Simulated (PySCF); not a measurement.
Ge(H)3(OAc) (C2H6GeO2), SMILES CC(=O)[O][GeH3]. Geometry: B3LYP-D3(BJ)/def2-SVP.

Computed with B3LYP-D3(BJ)/def2-SVP (PySCF).

Harmonic wavenumbers (cm⁻¹): 87, 120, 142, 191, 333, 557, 577, 621, 647, 736, 845, 870, 880, 955, 1014, 1053, 1306, 1387, 1438, 1447, 1808, 2165, 2175, 2181, 3051, 3130, 3178. Rotational constants (GHz): 9.822, 1.664, 1.463; symmetry number 1.

### Question
Work out the zero-point energy and the ideal-gas rigid-rotor harmonic-oscillator thermochemistry at 298.15 K and 1 atm.

### Answer
ZPE = ½ Σ hcν = ½ × 32895 cm⁻¹ = 47.03 kcal/mol. H − E(el) = 51.99 kcal/mol. Entropy in cal/(mol K): translation 40.61, rotation 27.00, vibration 15.99, total 83.59. G − E(el) = 27.07 kcal/mol. Cp = 25.35 cal/(mol K). Modes under 150 cm⁻¹ make the vibrational entropy uncertain.
